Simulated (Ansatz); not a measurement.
`C[CH]([SiH3])[GeH3]` at its PBE0-D4/def2-TZVP geometry, where that method's forces vanish. The species carries charge 0 and has multiplicity 1.

```xyz
14

C    -1.0061    1.0559    0.6386
C    -0.0574    0.3587   -0.3403
Si   -0.7492   -1.2751   -0.9424
Ge    1.7265    0.1283    0.4539
H    -1.9874    1.2342    0.1885
H    -0.6152    2.0242    0.9644
H    -1.1674    0.4522    1.5364
H     0.0944    0.9878   -1.2255
H    -2.0867   -1.0759   -1.5682
H    -0.9095   -2.2120    0.2039
H     0.1574   -1.9002   -1.9431
H     2.7086   -0.4864   -0.5585
H     1.6307   -0.7923    1.6846
H     2.2611    1.5006    0.9076
```

(1) What forces (eV/Å) does r2SCAN-D4/def2-TZVPP give on these atoms in Ansatz 0.2.0? (Estimate.)

## Answers

(1) The calculation gave: 
```
C1  -0.092  0.083  0.107
C2   0.052 -0.061 -0.106
Si3 -0.006 -0.054 -0.020
Ge4  0.101 -0.010  0.039
H5   0.010 -0.003  0.007
H6  -0.006 -0.011  0.000
H7   0.005  0.006 -0.012
H8   0.008  0.012  0.001
H9   0.024 -0.004  0.013
H10  0.000  0.021 -0.021
H11 -0.022  0.009  0.019
H12 -0.047  0.030  0.050
H13  0.000  0.045 -0.059
H14 -0.026 -0.063 -0.019
```
